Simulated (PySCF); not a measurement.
PySCF was given this input:
```python
from pyscf import gto, scf

mol = gto.M(
    atom='''
O     0.49639997    0.07749188    1.46274063
P     0.07763513   -0.00187854   -0.06678288
O     1.18776102   -0.02874031   -1.02172942
O    -0.88586825   -1.26330432   -0.10643158
O    -0.92691551    1.21766505   -0.22393643
H     1.27103163    0.62878945    1.55130795
H    -0.37287092   -2.04878771   -0.28441190
H    -1.03370548    1.42327804   -1.15029845
''',
    basis='sto-3g',
    verbose=5,
)

mf = scf.RHF(mol)
mf.kernel()
mf.analyze()
```

Question: What does this run give for the nuclear repulsion energy, HOMO energy, total energy, dipole moment, HOMO-LUMO gap?

Answer: 
- nuclear repulsion energy: 281.6536 Eh
- HOMO energy: -7.77 eV
- total energy: -633.8886 Eh
- dipole moment: 0.12 D
- HOMO-LUMO gap: 19.72 eV
